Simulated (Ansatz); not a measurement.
Ansatz (an electronic-structure program) job for SiBrI, SMILES I[Si]Br (connectivity only; charge and spin as stated), neutral, multiplicity 1, PBE0-D3(BJ)/def2-TZVP. 

Ansatz 0.2 input:
```yaml
crystal:
  periodic: [false, false, false]
  atoms:
    - {symbol: Si, position_ang: [1.27994875, 0.49322634, 0.00000000]}
    - {symbol: Br, position_ang: [-0.28308570, 2.14011007, 0.00000000]}
    - {symbol: I, position_ang: [-0.15115628, -1.54356644, -0.00000000]}
basis:
  gaussian:
    orbitals: def2-TZVP
hamiltonian:
  xc: pbe0
  dispersion: d3bj
relax: {f_tol: 0.002, max_steps: 200}
```

Output:

```
WARN ansatz: RAYON_NUM_THREADS=1 ignored (pool sized by the plan → 1); use --threads N
Functional definition: PBE0
integrals: 0.06 GiB planned
1099 factors; their error is unknown
mean field: 0.59 GiB planned
mean field evaluation 1: about -86014.5756 eV, gradient 9.8e0 eV
mean field evaluation 2: about -86014.4043 eV, gradient 1.2e1 eV
mean field evaluation 4: about -86014.8821 eV, gradient 1.0e0 eV
mean field evaluation 8: about -86015.6301 eV, gradient 2.2e-1 eV
mean field evaluation 16: about -86015.6302 eV, gradient 3.5e-5 eV
mean field -86015.63021164 eV, -3161.0161067897 hartree, gradient 3.5e-5 eV, S^2 0.000000; 0 other end points of the search recorded, 0 dependent functions left out
the calculation of the forces begins
reference -86015.63023424 eV, -3161.0161076200 hartree; 37, 37 occupied and 98, 98 virtual orbitals, 1099 factors
relax step   1: F+E_penalty+E_count = -86015.74360320 eV  Δ(F+E_penalty+E_count) = +0.000e0 eV  max|allowed force component| = 3.245e-1 eV/Å  Δτ_max = 0.0000 Å  (29 SCF iters, accepted)
these checks for a lower state are left out or cut short: starts, cluster_reference, orbital_swaps, neighbouring_geometries, increment
integrals: 0.06 GiB planned
1099 factors; their error is unknown
mean field: 0.59 GiB planned
mean field -86015.63437459 eV, -3161.0162597751 hartree, gradient 1.3e-5 eV, S^2 0.000000; 0 other end points of the search recorded, 0 dependent functions left out
the calculation of the forces begins
reference -86015.63439714 eV, -3161.0162606039 hartree; 37, 37 occupied and 98, 98 virtual orbitals, 1099 factors
relax step   2: F+E_penalty+E_count = -86015.74776078 eV  Δ(F+E_penalty+E_count) = -4.158e-3 eV  max|allowed force component| = 9.271e-2 eV/Å  Δτ_max = 0.0240 Å  (33 SCF iters, accepted)
these checks for a lower state are left out or cut short: starts, cluster_reference, orbital_swaps, neighbouring_geometries, increment
integrals: 0.06 GiB planned
1099 factors; their error is unknown
mean field: 0.59 GiB planned
mean field evaluation 32: about -86015.6348 eV, gradient 1.3e-5 eV
mean field -86015.63483789 eV, -3161.0162768011 hartree, gradient 1.3e-5 eV, S^2 0.000000; 0 other end points of the search recorded, 0 dependent functions left out
the calculation of the forces begins
reference -86015.63486044 eV, -3161.0162776298 hartree; 37, 37 occupied and 98, 98 virtual orbitals, 1099 factors
relax step   3: F+E_penalty+E_count = -86015.74833166 eV  Δ(F+E_penalty+E_count) = -5.709e-4 eV  max|allowed force component| = 2.478e-2 eV/Å  Δτ_max = 0.0073 Å  (34 SCF iters, accepted)
these checks for a lower state are left out or cut short: starts, cluster_reference, orbital_swaps, neighbouring_geometries, increment
integrals: 0.06 GiB planned
1099 factors; their error is unknown
mean field: 0.59 GiB planned
mean field -86015.63487174 eV, -3161.0162780451 hartree, gradient 1.3e-5 eV, S^2 0.000000; 0 other end points of the search recorded, 0 dependent functions left out
the calculation of the forces begins
reference -86015.63489429 eV, -3161.0162788738 hartree; 37, 37 occupied and 98, 98 virtual orbitals, 1099 factors
relax step   4: F+E_penalty+E_count = -86015.74835777 eV  Δ(F+E_penalty+E_count) = -2.610e-5 eV  max|allowed force component| = 2.067e-3 eV/Å  Δτ_max = 0.0011 Å  (35 SCF iters, accepted)
these checks for a lower state are left out or cut short: starts, cluster_reference, orbital_swaps, neighbouring_geometries, increment
integrals: 0.06 GiB planned
1099 factors; their error is unknown
mean field: 0.59 GiB planned
mean field -86015.63487088 eV, -3161.0162780136 hartree, gradient 1.3e-5 eV, S^2 0.000000; 0 other end points of the search recorded, 0 dependent functions left out
the calculation of the forces begins
reference -86015.63489343 eV, -3161.0162788423 hartree; 37, 37 occupied and 98, 98 virtual orbitals, 1099 factors
relax step   5: F+E_penalty+E_count = -86015.74835807 eV  Δ(F+E_penalty+E_count) = -3.047e-7 eV  max|allowed force component| = 7.373e-5 eV/Å  Δτ_max = 0.0001 Å  (35 SCF iters, accepted)
integrals: 0.06 GiB planned
1099 factors; their error is unknown
mean field: 0.59 GiB planned
mean field evaluation 64: about -86015.6347 eV, gradient 2.2e-1 eV
mean field -86015.63487088 eV, -3161.0162780136 hartree, gradient 1.3e-5 eV, S^2 0.000000; 1 other end points of the search recorded, 0 dependent functions left out
the calculation of the forces begins
reference -86015.63489343 eV, -3161.0162788423 hartree; 37, 37 occupied and 98, 98 virtual orbitals, 1099 factors
Total energy: -86015.74838062 eV, -3161.0204494195 hartree
Atom 0 at     1.262318     0.494708    -0.000000 Å, force    -0.000010    -0.000020    -0.000000 eV/Å
Atom 1 at    -0.272699     2.137493     0.000000 Å, force    -0.000005     0.000074     0.000000 eV/Å
Atom 2 at    -0.143912    -1.542431     0.000000 Å, force     0.000015    -0.000053     0.000000 eV/Å
Dipole moment:     0.154358     0.000786     0.000000 e Å
```

Self-consistency was reached.
